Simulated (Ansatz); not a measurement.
Ansatz (a first-principles code) input (RI-MP2/aug-cc-pVQZ):
A basis named .json is the Basis Set Exchange file of that set.

Ansatz 0.2 input:
```yaml
crystal:
  periodic: [false, false, false]
  atoms:
    - {symbol: Br, position_ang: [-0.00000000, -0.00000000, -0.03957855]}
    - {symbol: H, position_ang: [0.00000000, 0.00000000, 1.38524928]}
basis:
  gaussian:
    orbitals: aug-cc-pVQZ
    fitting: {mean_field: def2-universal-jkfit, correlation: aug-cc-pVQZ-RIFIT.json}
total_charge: 1
magnetization: {spin_polarized: true, initial_magnetization: 1}
correlation: {method: mp2, electrons: outside_noble_gas}
```

End of the output:

```
integrals: 0.06 GiB planned
284 factors; integrals over basis functions are off by at most 5.0e0 eV
342 factors; integrals over basis functions are off by at most 1.3e2 eV
mean field: 0.27 GiB planned
mean field evaluation 1: about -70005.1539 eV, gradient 9.9e0 eV
mean field evaluation 2: about -70005.5701 eV, gradient 4.5e0 eV
mean field evaluation 4: about -70005.6341 eV, gradient 2.9e-1 eV
mean field evaluation 8: about -70005.6323 eV, gradient 5.3e-1 eV
mean field -70005.63504317 eV, -2572.6596363129 hartree, gradient 9.1e-7 eV, S^2 0.760677; 2 other end points of the search recorded, 0 dependent functions left out
14 core orbitals not correlated
reference -70005.63504317 eV, -2572.6596363129 hartree; 4, 3 occupied and 121, 122 virtual orbitals, 342 factors
second order -4.15606813 eV of doubles, -0.00000000 eV of singles
Total energy: -70009.79111130 eV, -2572.8123689997 hartree
```

This state (charge 1, doublet) is run at the relaxed geometry of the species with charge 0 and multiplicity 1.
